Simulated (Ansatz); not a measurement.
## Ligand exchange: H2Te + CH6Cl2Si2 → SiH3(TeH) + SiH(CH3)Cl2

Species: H2Te (hydrogen telluride) `[TeH2]`, singlet; CH6Cl2Si2 `[SiH3]C[SiH](Cl)Cl`, singlet; SiH3(TeH), singlet; SiH(CH3)Cl2 (methyldichlorosilane), singlet. The partners trade H for SiH3: Te–H and C–SiH3 bonds give way to Te–SiH3 and C–H.

Shapes, held fixed at every level: PBE0-D4/def2-TZVP. Flexible molecules stand in one conformer, not always the lowest. Programs: Ansatz 0.2.0. The zero-point and thermal change to 298 K, harmonic and unscaled (PBE0-D4/def2-TZVP), is +9.1 kJ/mol.

```
                level                    kind  ΔH(298 K) (kJ/mol)  less CCSD(T)/def2-TZVPP
          HF/def2-SVP            Hartree–Fock               -50.8                     -8.9
   PBE0-D4/def2-TZVPP           global hybrid               -49.9                     -8.0
r2SCAN0-D4/def2-TZVPP           global hybrid               -49.8                     -7.9
   wB97M-V/def2-TZVPP  range-separated hybrid               -43.3                     -1.4
   wB97X-V/def2-TZVPP  range-separated hybrid               -44.9                     -3.0
     CCSD(T)/def2-SVP   coupled cluster or CI               -39.8                     +2.1
      CCSD/def2-TZVPP   coupled cluster or CI               -42.6                     -0.7
   CCSD(T)/def2-TZVPP   coupled cluster or CI               -41.9                      0.0
```

The highest level, CCSD(T)/def2-TZVPP, gives ΔH(298 K) = -41.9 kJ/mol; the levels span -50.8 to -39.8. The column of differences is taken from that level and isn't an error. No measured value is set beside it here. For atoms past krypton def2 sets carry core potentials with scalar relativity. Outer-core shells of Te are correlated, in sets that cover them unevenly.
